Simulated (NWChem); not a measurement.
The numbers come from NWChem runs, not from measurements. System: HI, charge 1, spin multiplicity 2, at the geometry of a parent with another charge or spin, in a state set for the comparison that need not be this species' ground state. Its SCF solution wasn't tested for a lower state. Level: UMP2/def2-TZVP with def2 effective core potentials on I, 4 core orbitals frozen.

Part of the output:

```
             Northwest Computational Chemistry Package (NWChem) 7.3.0
             --------------------------------------------------------

                                NWChem Input Module
                                -------------------

 Scaling coordinates for geometry "geometry" by  1.889725989
 (inverse scale =  0.529177249)

 Turning off AUTOSYM since
 SYMMETRY directive was detected!

                             Geometry "geometry" -> ""
                             -------------------------

 Output coordinates in angstroms (scale by  1.889725989 to convert to a.u.)

  No.       Tag          Charge          X              Y              Z
 ---- ---------------- ---------- -------------- -------------- --------------
    1 I                   53.0000     0.00000000     0.00000000     0.03023700
    2 H                    1.0000     0.00000000     0.00000000    -1.60256200

 Effective nuclear repulsion energy (a.u.)      17.1768810472

            Nuclear Dipole moment (a.u.)
            ----------------------------
        X                 Y               Z
 ---------------- ---------------- ----------------
     0.0000000000     0.0000000000    -0.0000018897

      Symmetry information
      --------------------

 Group name             C2v
 Group number             16
 Group order               4
 No. of unique centers     2

      Symmetry unique atoms

     1    2


 Summary of "ao basis" -> "" (spherical)
 ------------------------------------------------------------------------------
       Tag                 Description            Shells   Functions and Types
 ---------------- ------------------------------  ------  ---------------------
 *                         def2-tzvp                  on all atoms

 Summary of "ao basis" -> "ao basis" (spherical)
 ------------------------------------------------------------------------------
       Tag                 Description            Shells   Functions and Types
 ---------------- ------------------------------  ------  ---------------------
 I                         def2-tzvp                16       50   6s5p3d2f
 H                         def2-tzvp                 4        6   3s1p

                                 NWChem SCF Module
                                 -----------------

  ao basis        = "ao basis"
  functions       =    56
  atoms           =     2
  alpha electrons =    13
  beta  electrons =    12
  charge          =   1.00
[...]
     2   0 2 0    -16.180381    -10.148926     -6.031455      0.000000
     2   0 1 1      0.000000      0.000000      0.000000      0.000000
     2   0 0 2    -14.443661    -12.219427    -11.477083      9.252849

                   NWChem MP2 Semi-direct Energy/Gradient Module
                   ---------------------------------------------

  Basis functions       =     56
  Molecular orbitals    =     56
  Frozen core           =      4
  Frozen virtuals       =      0
  Active alpha occupied =      9
  Active beta occupied  =      8
  Active alpha virtual  =     43
  Active beta virtual   =     44
  Use MO symmetry       = T
  Use skeleton AO sym   = T

  AO/Fock/Back tols     =   1.0D-09  1.0D-09  1.0D-09

 GA uses MA = F    GA memory limited = T

 Available:
  local mem=  1.15D+08
 global mem=  1.31D+08
 local disk=  0.00D+00
  mp2_memr nvloc                    43
  nvloc new                    43
   1 passes of   9:        4194304                      25739                   2105450.
   1 passes of   9: M    114672582           G      131065728           F     110478278.

 Semi-direct pass number   1 of   1  for UHF alpha       at        0.7s
  vrange nnbf                  1596
  mp2_eaftype                    10  avail_ma_in_mb                   999
 EAF : mp2_eaftype filesize          10    1052725.
  mp2_eaf for mointskh                     10
Node 0 wrote      4.9 Mb in      0.0 s     Agg I/O rate:  1405.4 Mb/s
 Done moints_semi at        1.7s
  mp2_eaftype                    10  avail_ma_in_mb                   989
 EAF : mp2_eaftype filesize          10    1052725.
  mp2_eaf for kh                    10
 Done maket at        1.8s
 Done multipass loop at        1.8s

 GA uses MA = F    GA memory limited = T

 Available:
  local mem=  1.15D+08
 global mem=  1.31D+08
 local disk=  0.00D+00
  mp2_memr nvloc                    44
  nvloc new                    44
   1 passes of   8:        4194304                      23990                   1915526.
   1 passes of   8: M    114672582           G      131065728           F     110478278.

 Semi-direct pass number   1 of   1  for UHF beta        at        1.8s
  vrange nnbf                  1596
  mp2_eaftype                    10  avail_ma_in_mb                   999
 EAF : mp2_eaftype filesize          10     957763.
  mp2_eaf for mointskh                     10
Node 0 wrote      4.5 Mb in      0.0 s     Agg I/O rate:  1985.6 Mb/s
 Done moints_semi at        2.8s
  mp2_eaftype                    10  avail_ma_in_mb                   989
 EAF : mp2_eaftype filesize          10     957763.
  mp2_eaf for kh                    10
 Done maket at        2.9s
 Done multipass loop at        2.9s

          -------------------------------------------
          SCF energy                -296.888908394532
          Correlation energy          -0.467885219751
          Singlet pairs                0.000000000000
          Triplet pairs                0.000000000000
          Total MP2 energy          -297.356793614283
          -------------------------------------------

          ---------------------------------------------------
                    Spin Component Scaled (SCS) MP2
          Same spin pairs                     -0.169256225036
          Same spin scaling factor             0.333333333333
          Opposite spin pairs                 -0.298628994715
          Opposite spin scaling fact.          1.200000000000
          SCS-MP2 correlation energy          -0.414773535336
          Total SCS-MP2 energy              -297.303681929869
          ---------------------------------------------------

 -----------------------
 Performance information
 -----------------------

 Timer overhead =  1.92D-07 seconds/call

               Nr. of calls         CPU time (s)                 Wall time (s)                GFlops
             ---------------    -------------------     ------------------------------   -------------------
Name         Min   Avg   Max    Min     Avg     Max     Min     Avg     Max   Mx/calls   Min     Max     Sum
mp2: moin     2     2     2    2.1     2.1     2.1      2.1     2.1     2.1     1.1      0.0     0.0     0.0
mp2: make     2     2     2   6.31E-2 6.31E-2 6.31E-2  6.31E-2 6.31E-2 6.31E-2 3.16E-2   0.0     0.0     0.0
mp2: tota     1     1     1    2.3     2.3     2.3      2.3     2.3     2.3     2.3      0.0     0.0     0.0

 The average no. of pstat calls per process was 5.00D+00
 with a timing overhead of 9.62D-07s

 Task  times  cpu:        2.8s     wall:        2.8s

 Total times  cpu:        2.9s     wall:        2.9s
```

Write an NWChem input that would produce this output.

This is not unique; one that fits is 
```
start mol
memory heap 200 mb stack 800 mb global 1000 mb
charge 1
geometry units angstroms nocenter noautoz
  I      0.000000     0.000000     0.030237
  H      0.000000     0.000000    -1.602562
  symmetry group C2v
end
basis spherical
  * library def2-tzvp
end
ecp
  I library def2-ecp
end
scf
  uhf
  nopen 1
  maxiter 100
  thresh 1e-7
  semidirect memsize 60000000 filesize 0
  # guess.movecs holds the orbitals of an unrestricted PBE0 run
  vectors input guess.movecs output mol.movecs
end
mp2
  freeze core 4
end
task mp2 energy
```
